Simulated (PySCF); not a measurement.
# Basis-set dependence of excited states

Compound: CH7ClSi2.
Bonds: C1–Si2, Si2–Si3, Si3–Cl4. Hydrogens: H5, H6, H7 on C1; H8, H9 on Si2; H10, H11 on Si3.

TDDFT with PBE0 (PySCF), vertical singlets, core orbitals frozen in the response, spherical d and f functions. One conformer (not necessarily the lowest) at the PBE0-D3(BJ)/def2-SVP geometry, without solvent, vibrations or thermal averaging.

| basis | functions | diffuse | S1 (eV) | S2 (eV) | S3 (eV) | S4 (eV) | S5 (eV) | LUMO (eV) | α (au) |
| --- | --- | --- | --- | --- | --- | --- | --- | --- | --- |
| 6-31+G* | 98 | yes | 5.94 | 6.70 | 7.06 | 7.28 | 7.45 | -0.82 | 75.3 |
| aug-cc-pVDZ | 167 | yes | 5.91 | 6.71 | 6.88 | 7.14 | 7.15 | -0.79 | 86.2 |
| def2-TZVP | 184 | no | 6.00 | 6.80 | 7.12 | 7.52 | 7.60 | -0.61 | 80.3 |
| def2-TZVPD | 232 | yes | 5.88 | 6.71 | 6.99 | 7.03 | 7.23 | -0.79 | 86.2 |

Question: How much do these states and the polarisability depend on the basis?

Answer: States are compared by their number. Against the largest diffuse basis here (def2-TZVPD, itself not a converged limit), sets without diffuse functions differ by up to 0.11 eV in S1 and 0.37 eV in S5; the smaller diffuse sets differ by up to 0.06 and 0.22 eV. State by state, the largest deviation of a set without diffuse functions is S1 0.11, S2 0.09, S3 0.13, S4 0.49, S5 0.37 eV. The same number needn't mean the same state in each row. Against def2-TZVPD the polarisability deviates by -13% in 6-31+G*, 0% in aug-cc-pVDZ, -7% in def2-TZVP. A single + in a Pople set puts diffuse functions on heavy atoms only.
